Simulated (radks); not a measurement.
Results of a calculation; reference values are marked as such.
Neutral potassium inside a hard spherical wall (all orbitals vanish at R), configuration held at [Ar] 4s1 and not refilled when levels cross. Level of theory: scalar-relativistic Kohn-Sham, PBE, spin-polarised, spherical densities, point nucleus; open shells are filled with parallel spins first (a radial shooting solver on a logarithmic mesh with Libxc functionals). Eigenvalues in eV for spin up, with the zero of energy where the potential of the charges vanishes at infinity; a dash marks a level that is unbound or too diffuse for the functional's potential to be trusted. A positive occupied level is held by the wall or, in an anion where self-interaction has pushed it up, behind a barrier. The pressure on the wall is -dE/dV.

R (bohr)  E (hartree)  kinetic (hartree)    e(2p)    e(3s)    e(3p)   e(4s)  e(4p, empty)  e(5s, empty)  pressure (GPa)
free       -602.09241            605.705  -280.05  -35.299  -18.784  -2.543        -0.967             -               0
10         -602.08788            605.733  -279.73  -34.992  -18.481  -2.290        -0.364         3.364          0.0775
8          -602.07316            605.796  -279.21  -34.493  -17.994  -1.689         0.712         7.452           0.508
7          -602.05261            605.868  -278.74  -34.052  -17.568  -0.949         1.909        11.508            1.40
5          -601.90123            606.340  -276.76  -32.348  -15.937   3.783         8.664        31.774            15.6
3.5        -601.19501            608.717  -270.32  -27.800  -11.326  21.431        30.114        87.350             215
2.5        -598.17784            618.617  -250.25  -14.247    3.590  75.292        87.722        219.33            2530
2          -592.12074            636.157  -223.06    7.848   27.882  157.54        170.06        396.21           11800
1.5        -571.77243            686.941  -166.12   74.998   98.006  375.75        378.12        827.06           77400
